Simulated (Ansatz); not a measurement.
Species: SOF2, charge 0, singlet. SOF2 (SMILES O=S(F)F).
B3LYP-D3(BJ)/def2-TZVP minimum from Ansatz (an electronic-structure program):
```xyz
4

O      1.3619    -0.1486    -0.3569
S      0.1670    -0.0077     0.4048
F     -0.6344     1.2320    -0.2285
F     -0.8731    -1.0862    -0.1739
```

Wanted: atomisation energy (electronic, to ground-state atoms), in kcal/mol. UHF or UKS for unpaired electrons; spin-orbit terms are left out. CBS(X,Y): correlation extrapolated as X^-3, Hartree-Fock from the larger set (Q,5: extrapolated as (X+1)exp(-9√X)). A bracket is a step between two methods taken in the basis named. Functionals run without relativity, which enters their misses. Double hybrids freeze cores in their MP2 part. 'core' is core correlation in cc-pwCVTZ (1s frozen past Ne), 'X2C' scalar relativity in cc-pVTZ-DK, both at CCSD(T).

CCSD(T)/CBS(cc-pV(Q+d)Z,cc-pV(5+d)Z) + [CCSDT(Q) - CCSD(T)]/cc-pV(D+d)Z + core + X2C (Ansatz) gives 311.1 kcal/mol.

Question: What does PBE/def2-TZVPD (Ansatz) give here, and how do the other levels compare?

Answer: PBE gives 332.9 kcal/mol, 21.8 kcal/mol above it. Differences of the others: r2SCAN/def2-TZVPD (Ansatz) 2.4; PBE0/def2-TZVPD (Ansatz) -7.7; wB97M-V/def2-TZVPD (Ansatz) -1.3; B2PLYP/def2-TZVPD (Ansatz) -9.2; CCSD(T)/CBS(cc-pV(Q+d)Z,cc-pV(5+d)Z) + core + X2C (Ansatz) -1.4 kcal/mol. Nearer than PBE: r2SCAN/def2-TZVPD, PBE0/def2-TZVPD, wB97M-V/def2-TZVPD, B2PLYP/def2-TZVPD, CCSD(T)/CBS(cc-pV(Q+d)Z,cc-pV(5+d)Z) + core + X2C.
